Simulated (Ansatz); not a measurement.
Species: CH₇ClFNSi₂, charge 0, multiplicity 1. SMILES: F[Si](Cl)(N[SiH3])C
Coordinates optimised at B3LYP-D3(BJ)/def2-TZVP (Ansatz, an electronic-structure program):
```xyz
13

C      1.6431    -0.8764    -0.8361
Si     0.4500     0.3091    -0.0759
F      0.3339     1.5711    -1.0558
Cl     1.1698     1.0542     1.7073
N     -1.0821    -0.3650     0.2468
Si    -2.0484    -1.4274    -0.7291
H      1.2654    -1.2439    -1.7919
H      2.6002    -0.3850    -1.0154
H      1.8088    -1.7302    -0.1784
H     -1.5203    -0.0228     1.0921
H     -1.2794    -1.7027    -1.9615
H     -2.3256    -2.7026    -0.0268
H     -3.3464    -0.8065    -1.0807
```

Parts of the frozen-core correlation energy in cc-pVTZ (Ansatz, hartree). Frozen orbitals: 18; correlated occupied orbitals by spin: 19 and 19; virtual: 253 and 253. Spin-orbit coupling is left out. No relativistic terms.

```tsv
term	value
reference (HF)	-1233.52646
MP2 opposite-spin	[?]
MP2 same-spin	[?]
CCSD correlation	[?]
(T)	-0.04112
T1 diagnostic	0.010
largest doubles amplitude	0.015
```

Q: Some entries are withheld; supply them.

A: 
- MP2 opposite-spin, value: -0.81715
- MP2 same-spin, value: -0.25119
- CCSD correlation, value: -1.12586
